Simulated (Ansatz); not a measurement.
`[CH3][AlH][SH]` + `CNC` → `C[N](C)[AlH][SH]` + CH₄  (ligand exchange at the Al–C bond)

Calculated with Ansatz (gas phase, PBE0-D4/def2-TZVP geometries, no zero-point term in ΔE). CCSD(T)/CBS is the MP2 limit (def2-TZVPP, def2-QZVPP) plus CCSD(T) − MP2 in def2-TZVPP, frozen cores. This one scheme is used for every species. Functionals use def2-TZVPP. One conformer a species, not always the lowest.

| level | ΔE (eV) |
| --- | --- |
| r2SCAN-D4 | -0.96 |
| ωB97X-V | -0.93 |
| r2SCAN | -0.94 |
| LC-ωPBE | -0.87 |
| MP2/def2-TZVPP | -1.02 |
| CCSD/def2-TZVPP | -0.96 |
| CCSD(T)/def2-TZVPP | -0.98 |
| MP2/CBS(def2) | -1.01 |

Task: What does CCSD(T)/CBS give? (Estimate.)

Result: The calculation gave: -0.97 eV. The listed levels differ from it by 0.01, 0.04, 0.03, 0.10, -0.05, 0.01, -0.01, -0.04 eV.

Largest T1 diagnostic among the species: 0.012.

In def2-TZVPP, CCSD(T) changes the Hartree–Fock value by −0.10 eV (the triples alone add −0.02 eV) and MP2 by −0.14 eV. Leaving LDA and LC-ωPBE aside and taking each functional with its dispersion term where it has one, the values, not all of them listed here, spread over 0.10 eV, from BLYP-D4 to HSE06-D4. LDA lies −0.08 eV from PBE without D4. At CCSD(T), def2-SVP lies −0.06 eV from the extrapolated value and def2-TZVPP −0.02 eV.
